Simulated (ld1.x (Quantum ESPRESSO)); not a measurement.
chlorine, TM: configuration errors across variants

* Element: Cl (Z = 17)
* Generator: ld1.x (Quantum ESPRESSO) 7.5
* Type: norm-conserving Troullier–Martins (Kleinman–Bylander form)
* Functional: BLYP
* Relativity: non-relativistic
* Frozen core: [Ne]
* Valence charge: 7
* Reference configuration: 3s2 3p5
* Partial waves: 3p (bound): rc 1.40 bohr; 3s (bound): rc 1.00 bohr
* Local potential: the s channel
* Core correction: a·sin(br)/r model core inside 0.50 bohr

All-electron excitation energies from the reference (eV): (1) 3s2 3p4 13.746; (2) 3s2 3p3 39.055; (3) 3s2 3p2 77.233; (4) 3s2 3p5.3 -2.103; (5) 3s1 3p5 26.243; (6) 3s2 3p1 129.379; (7) 3s2 3p4.5 5.520.

Errors AE − PS in meV (a dash: test not solved or not reliable):

```tsv
change	(1)	(2)	(3)	(4)	(5)	(6)	(7)	bound ghosts
base	+5.3	+33	+107	+0.2	+5.6	+255	+1.0	none
all radii but the core radius scaled by about 0.78 (s 0.78, p 1.08 bohr)	+11	+69	+220	+0.4	+16	+521	+2.1	none
all radii but the core radius scaled by about 0.92 (s 0.92, p 1.28 bohr)	+6.3	+39	+124	+0.2	+4.9	+293	+1.2	none
all radii but the core radius scaled by about 1.24 (s 1.24, p 1.74 bohr)	+4.1	+25	+79	+0.2	+8.0	+183	+0.8	none
all radii but the core radius scaled by about 1.36 (s 1.36, p 1.90 bohr)	+4.2	+24	+73	+0.2	+10	+159	+0.8	none
```

Problem. Give the same row for: all radii but the core radius scaled by about 1.16 (s 1.16, p 1.62 bohr).

Solution. +4.3, +27, +85, +0.2, +7.0, +201, +0.8; bound ghosts: none.
